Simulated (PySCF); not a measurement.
Potential energy surface of H₃Ga, singlet: umbrella (inversion) coordinate, bond length relaxed. Scanned: angle between the Ga-H bonds and the threefold axis (90 = planar). Other coordinates (Ga-H bond length) were minimised at B3LYP/def2-TZVP.

Method: CCSD(T) on RHF/cc-pVTZ, 9 core orbitals frozen (PySCF).

Scanned values (°): 90, 93, 96, 99, 102, 105, 108, 111, 114, 117, 120, 123, 126, 129, 132.

Task: Locate the minima and the barriers on this grid.

Result: Lower than their neighbours: 90° (0.0 kcal/mol, end of the scan). Higher than their neighbours: 132° (87.0 kcal/mol, end of the scan). The whole profile spans 87.0 kcal/mol.
